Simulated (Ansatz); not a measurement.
The cluster Li₇H₇. Charge 0, multiplicity 1. Geometry PBE-D4/def2-TZVP.

```csv
atom,x (Å),y (Å),z (Å)
Li1,-1.921,-1.426,-0.106
Li2,0.935,1.946,-0.013
Li3,0.416,-2.017,0.596
Li4,0.615,-0.745,-1.508
Li5,-1.424,1.385,-0.834
Li6,-1.426,0.504,1.457
Li7,2.846,0.040,0.389
H8,-0.520,-2.047,-0.989
H9,-0.703,1.978,0.745
H10,-0.918,-1.240,1.505
H11,2.571,1.678,0.498
H12,1.846,-1.251,-0.137
H13,-2.511,0.215,-0.085
H14,0.196,0.981,-1.519
```

B3LYP takes the VWN-RPA correlation. The structure comes from a short search, and lower isomers may exist.

Estimate the orbital energies around the gap (eV) in Ansatz with PBE-D4/def2-TZVPD, B3LYP-D4/6-31G, PBE0-D4/def2-SVP, PBE0-D4/def2-TZVPD, BHLYP-D4/def2-TZVP.


```
orbital  PBE-D4/def2-TZVPD  B3LYP-D4/6-31G  PBE0-D4/def2-SVP  PBE0-D4/def2-TZVPD  BHLYP-D4/def2-TZVP
 HOMO−9             -49.07          -52.97            -53.03              -53.13              -57.70
 HOMO−8             -49.03          -52.95            -53.02              -53.10              -57.68
 HOMO−7             -48.68          -52.54            -52.63              -52.73              -57.29
 HOMO−6              -7.28           -8.60             -8.63               -8.67              -10.06
 HOMO−5              -6.46           -7.69             -7.71               -7.75               -9.07
 HOMO−4              -6.24           -7.45             -7.46               -7.50               -8.80
 HOMO−3              -5.60           -6.72             -6.75               -6.78               -8.01
 HOMO−2              -5.38           -6.47             -6.52               -6.55               -7.76
 HOMO−1              -5.16           -6.24             -6.26               -6.29               -7.48
   HOMO              -5.08           -6.17             -6.21               -6.24               -7.45
   LUMO              -1.28           -0.79             -0.69               -0.73               -0.13
 LUMO+1              -0.85           -0.43             -0.19               -0.33                0.25
 LUMO+2              -0.58           -0.16             -0.02               -0.13                0.42
 LUMO+3              -0.48           -0.04              0.12               -0.02                0.56
 LUMO+4              -0.38            0.05              0.24                0.11                0.68
 LUMO+5              -0.19            0.30              0.45                0.22                0.87
```
